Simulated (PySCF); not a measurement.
H2O4S. Atoms are numbered in the order given.

```xyz
7

O     -0.6940    -1.0463     0.8623
S      0.0000     0.0000    -0.1678
O      1.0918    -0.6696    -0.8360
O     -1.0918     0.6696    -0.8360
O      0.6940     1.0463     0.8623
H     -0.0232    -1.6981     1.1318
H      0.0232     1.6981     1.1318
```
Charge 0, spin multiplicity 1.

The structure is a stationary point at B3LYP-D3(BJ)/def2-SVP. Other conformers were not sampled.

Computed with SMD-PBE0/6-31G* (PySCF).

Solvation free energies are E(SMD) − E(gas) at the gas-phase geometry, for 1 M in both phases. In vacuum the dipole moment is 3.11 D.

| solvent | ΔG(solv) (kcal/mol) | its non-electrostatic (CDS) part | dipole (D) |
|---|---|---|---|
| water | -14.0 | 1.2 | 3.94 |
| N,N-dimethylformamide | -10.8 | -3.8 | 3.56 |
| chloroform | (withheld) | (withheld) | (withheld) |

Task: Fill in the missing entries. (Estimate from the structure and the level; the computed values follow.)

Result: 
- chloroform, ΔG(solv) (kcal/mol): -7.1
- chloroform, its non-electrostatic (CDS) part: 0.6
- chloroform, dipole (D): 3.55
